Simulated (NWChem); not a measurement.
System: SnSiH3I, singlet; SMILES [SiH3][Sn][I]

The following NWChem deck was run.

```
start job
memory heap 200 mb stack 900 mb global 1100 mb
geometry units angstroms noautoz
  Sn    -0.787716     1.028006    -0.002098
  I      0.294404    -1.501261     0.002253
  Si     1.661382     2.110998    -0.001644
  H      1.628387     3.611104    -0.003612
  H      2.418214     1.666275    -1.216099
  H      2.416528     1.669290     1.214905
end
basis spherical
  * library def2-svp
end
ecp
  Sn library def2-ecp
  I library def2-ecp
end
dft
  xc pbe0
  iterations 150
  vectors input atomic output neutral.movecs
end
task dft energy
charge 1
dft
  odft
  mult 2
  vectors input atomic output cation.movecs
end
task dft energy
```

Output (shortened):

```
             Northwest Computational Chemistry Package (NWChem) 7.3.0
             --------------------------------------------------------

 CS  symmetry detected

                             Geometry "geometry" -> ""
                             -------------------------

 Output coordinates in angstroms (scale by  1.889725989 to convert to a.u.)

  No.       Tag          Charge          X              Y              Z
 ---- ---------------- ---------- -------------- -------------- --------------
    1 Sn                  50.0000    -0.73447304     1.03938109     0.00000000
    2 I                   53.0000     0.08248963    -1.58754985     0.00000000
    3 Si                  14.0000     1.81279824     1.86543309     0.00000000
    4 H                    1.0000     1.93385649     3.36101172     0.00000000
    5 H                    1.0000     2.51933484     1.34700618    -1.21550321
    6 H                    1.0000     2.51933484     1.34700618     1.21550321

 Effective nuclear repulsion energy (a.u.)     807.1895274400

      Symmetry information
      --------------------

 Group name             Cs
 Group number              2
 Group order               2
 No. of unique centers     5

                                 NWChem DFT Module
                                 -----------------

 Summary of "ao basis" -> "ao basis" (spherical)
 ------------------------------------------------------------------------------
       Tag                 Description            Shells   Functions and Types
 ---------------- ------------------------------  ------  ---------------------
 Sn                         def2-svp                10       26   4s4p2d
 I                          def2-svp                10       26   4s4p2d
 Si                         def2-svp                 8       18   4s3p1d
 H                          def2-svp                 3        5   2s1p

      Symmetry analysis of basis
      --------------------------

        a'         58
        a"         27

            General Information
            -------------------
          SCF calculation type: DFT
          Wavefunction type:  closed shell.
          No. of atoms     :     6
          No. of electrons :    64
           Alpha electrons :    32
            Beta electrons :    32
          Charge           :     0
          Spin multiplicity:     1
          Use of symmetry is: on ; symmetry adaption is: on
          Maximum number of iterations: 150
          AO basis - number of functions:    85
                     number of shells:    37
          Convergence on energy requested:  1.00D-06
          Convergence on density requested:  1.00D-05
          Convergence on gradient requested:  5.00D-04

              XC Information
              --------------
                         PBE0 Method XC Functional
                     Hartree-Fock (Exact) Exchange  0.250
          PerdewBurkeErnzerhof Exchange Functional  0.750
            Perdew 1991 LDA Correlation Functional  1.000 local
           PerdewBurkeErnz. Correlation Functional  1.000 non-local

             Grid Information
             ----------------
          Grid used for XC integration:  medium
          Radial quadrature: Mura-Knowles
          Angular quadrature: Lebedev.
          Tag              B.-S. Rad. Rad. Pts. Rad. Cut. Ang. Pts.
          ---              ---------- --------- --------- ---------
          Sn                  1.45      123          10.0       590
          I                   1.40      123          13.0       590
          Si                  1.10       88          11.0       590
          H                   0.35       45          13.0       434
          Grid pruning is: on
          Number of quadrature shells:   424
          Spatial weights used:  Erf1

      Superposition of Atomic Density Guess
      -------------------------------------

 Sum of atomic energies:        -886.45924425

      Non-variational initial energy
      ------------------------------

 Total energy =    -800.545066
 1-e energy   =   -1793.040055
 2-e energy   =     743.319103
 HOMO         =      -0.199830
 LUMO         =      -0.074219

      Symmetry analysis of molecular orbitals - initial
      -------------------------------------------------

  Numbering of irreducible representations:

     1 a'          2 a"

  Orbital symmetries:

     1 a'          2 a'          3 a'          4 a'          5 a'
     6 a'          7 a"          8 a"          9 a'         10 a'
    11 a'         12 a'         13 a"         14 a'         15 a'
    16 a"         17 a'         18 a"         19 a'         20 a'
    21 a'         22 a"         23 a"         24 a'         25 a'
    26 a'         27 a'         28 a"         29 a'         30 a"
    31 a'         32 a'         33 a"         34 a'         35 a'
    36 a'         37 a"         38 a'         39 a'         40 a'
    41 a'         42 a"

   convergence    iter        energy       DeltaE   RMS-Dens  Diis-err
 ---------------- ----- ----------------- --------- --------- ---------
 d= 0,ls=0.0,diis     1   -803.0910017221 -1.05D+03  1.76D-02  2.02D-01
 d= 0,ls=0.0,diis     2   -803.0422371246  4.88D-02  1.03D-02  4.22D-01
 d= 0,ls=0.0,diis     3   -803.1352882130 -9.31D-02  1.91D-03  1.25D-02
 d= 0,ls=0.0,diis     4   -803.1375840360 -2.30D-03  5.02D-04  1.01D-03
 d= 0,ls=0.0,diis     5   -803.1377387120 -1.55D-04  1.02D-04  3.05D-05
  Resetting Diis
 d= 0,ls=0.0,diis     6   -803.1377440493 -5.34D-06  2.74D-05  2.35D-06
 d= 0,ls=0.0,diis     7   -803.1377446326 -5.83D-07  1.04D-05  1.18D-07
 d= 0,ls=0.0,diis     8   -803.1377446422 -9.61D-09  5.16D-06  1.01D-07

         Total DFT energy =     -803.137744642165
      One electron energy =    -1794.848860663059
           Coulomb energy =      804.729442460859
    Exchange-Corr. energy =      -62.194212341744
 Nuclear repulsion energy =      249.175885901779

 Numeric. integr. density =       64.000001405116

                  Occupations of the irreducible representations
                  ----------------------------------------------

                     irrep           alpha         beta
                     --------     --------     --------
                     a'               23.0         23.0
                     a"                9.0          9.0

                       DFT Final Molecular Orbital Analysis
                       ------------------------------------

 Vector   30  Occ=2.000000D+00  E=-2.859979D-01  Symmetry=a'
              MO Center= -4.5D-02, -8.1D-01,  1.6D-15, r^2= 4.2D+00
   Bfn.  Coefficient  Atom+Function         Bfn.  Coefficient  Atom+Function
  ----- ------------  ---------------      ----- ------------  ---------------
    37      0.397713  2 I  px                40      0.355935  2 I  px
    38      0.330840  2 I  py                41      0.289358  2 I  py
     3     -0.208264  1 Sn s                 11      0.202159  1 Sn px
    34     -0.162572  2 I  px                 4     -0.138543  1 Sn s
    35     -0.134615  2 I  py                31     -0.131925  2 I  px

 Vector   31  Occ=2.000000D+00  E=-2.840942D-01  Symmetry=a"
              MO Center=  4.2D-02, -1.3D+00, -1.2D-14, r^2= 2.6D+00
   Bfn.  Coefficient  Atom+Function         Bfn.  Coefficient  Atom+Function
  ----- ------------  ---------------      ----- ------------  ---------------
    39      0.572508  2 I  pz                42      0.520243  2 I  pz
    36     -0.234296  2 I  pz                33     -0.190196  2 I  pz
    13      0.131528  1 Sn pz                16      0.104373  1 Sn pz
    10     -0.043582  1 Sn pz                76      0.041749  5 H  s
    81     -0.041749  6 H  s                  7     -0.041252  1 Sn pz

 Vector   32  Occ=2.000000D+00  E=-2.346576D-01  Symmetry=a'
              MO Center=  6.0D-02,  5.7D-01, -1.0D-14, r^2= 5.7D+00
   Bfn.  Coefficient  Atom+Function         Bfn.  Coefficient  Atom+Function
  ----- ------------  ---------------      ----- ------------  ---------------
    11      0.355112  1 Sn px                40     -0.343843  2 I  px
    37     -0.336031  2 I  px                 3     -0.266920  1 Sn s
    63     -0.265345  3 Si px                 4     -0.229178  1 Sn s
    60     -0.225567  3 Si px                14      0.204159  1 Sn px
    56      0.156909  3 Si s                 55      0.150706  3 Si s

 Vector   33  Occ=0.000000D+00  E=-1.236302D-01  Symmetry=a"
              MO Center= -5.3D-01,  8.9D-01,  1.1D-16, r^2= 4.2D+00
   Bfn.  Coefficient  Atom+Function         Bfn.  Coefficient  Atom+Function
  ----- ------------  ---------------      ----- ------------  ---------------
    16      0.564247  1 Sn pz                13      0.533501  1 Sn pz
    42     -0.244848  2 I  pz                39     -0.188937  2 I  pz
    10     -0.169209  1 Sn pz                 7     -0.158294  1 Sn pz
    77      0.129407  5 H  s                 82     -0.129407  6 H  s
    65      0.087227  3 Si pz                36      0.078010  2 I  pz

 Vector   34  Occ=0.000000D+00  E=-4.773202D-02  Symmetry=a'
              MO Center= -4.6D-01,  6.4D-01, -7.9D-15, r^2= 5.9D+00
   Bfn.  Coefficient  Atom+Function         Bfn.  Coefficient  Atom+Function
  ----- ------------  ---------------      ----- ------------  ---------------
    15      0.806296  1 Sn py                41      0.582388  2 I  py
    12      0.448928  1 Sn py                30      0.402240  2 I  s
    38      0.277897  2 I  py                 3     -0.261789  1 Sn s
    29      0.199683  2 I  s                 40     -0.193303  2 I  px
     4     -0.187825  1 Sn s                 14     -0.147760  1 Sn px

[...]
```

Level: PBE0/def2-SVP with def2 effective core potentials on Sn, I, vertical spin-unrestricted ions. Low-valent species are run as closed-shell singlets; no triplet was tried in these runs. All runs use the structure optimised with PBE0/def2-SVP. Not confirmed as a minimum by frequencies. def2 effective core potentials on Sn, I; no spin-orbit coupling.
